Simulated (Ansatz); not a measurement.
CH7ClFNSi2 (`CN([SiH2]F)[SiH2]Cl`), relaxed with RKS PBE0-D4/def2-TZVP in the Gaussian-basis code of Ansatz from a GFN2-xTB geometry. The force threshold is 0.005 eV/Å; the program also tests the step.

Charge 0, multiplicity 1.

Start:

```xyz
13

C     0.522   -1.391   -0.391
N     0.027   -0.073   -0.023
Si    0.167    0.505    1.609
F     0.900   -0.671    2.426
Si   -0.683    0.821   -1.322
Cl   -1.326    2.555   -0.553
H    -0.295   -2.019   -0.751
H     0.981   -1.879    0.463
H     1.265   -1.311   -1.186
H    -1.132    0.643    2.244
H     1.073    1.638    1.699
H     0.323    1.097   -2.348
H    -1.822    0.085   -1.868
```

| step | energy (eV) | largest force (eV/Å) | largest move (Å) |
| --- | --- | --- | --- |
| 1 | -33627.0186 | 1.059 | 0.000 |
| 2 | -33627.1070 | 0.255 | 0.064 |
| 3 | -33627.1133 | 0.088 | 0.030 |
| 4 | -33627.1141 | 0.042 | 0.011 |
| 5 | -33627.1142 | 0.014 | 0.003 |
| 6 | -33627.1143 | 0.008 | 0.004 |
| 7 | -33627.1143 | 0.013 | 0.006 |
| 8 | -33627.1143 | 0.007 | 0.008 |
| 9 | -33627.1144 | 0.012 | 0.017 |
| 10 | -33627.1144 | 0.017 | 0.020 |
| 11 | -33627.1145 | 0.016 | 0.008 |
| 14 | -33627.1152 | 0.058 | 0.046 |
| 17 | -33627.1231 | 0.205 | 0.163 |
| 20 | -33627.1346 | 0.245 | 0.097 |
| 23 | -33627.1545 | 0.465 | 0.126 |
| 26 | -33627.1895 | 0.099 | 0.127 |
| 29 | -33627.2261 | 0.277 | 0.195 |
| 32 | -33627.2752 | 0.321 | 0.108 |
| 35 | -33627.3065 | 0.067 | 0.100 |
| 38 | -33627.3178 | 0.227 | 0.171 |
| 41 | -33627.3242 | 0.020 | 0.035 |
| 44 | -33627.3246 | 0.031 | 0.052 |
| 47 | -33627.3248 | 0.004 | 0.004 |
| 49 | -33627.3248 | 0.002 | 0.011 |

End:

```xyz
13

C    -0.336   -1.472   -0.175
N     0.009   -0.058    0.014
Si    0.727    0.428    1.489
F     2.283    0.056    1.546
Si   -0.297    1.007   -1.297
Cl   -2.323    1.225   -1.604
H    -1.354   -1.576   -0.561
H    -0.293   -2.007    0.777
H     0.351   -1.964   -0.869
H     0.100   -0.316    2.605
H     0.621    1.896    1.610
H     0.275    2.331   -0.976
H     0.235    0.449   -2.561
```

It took 98 s on 2 threads of an AMD EPYC 7R13 on a shared host and a share of an NVIDIA H100 80 GB, with 0.92 GiB of host memory at the peak.
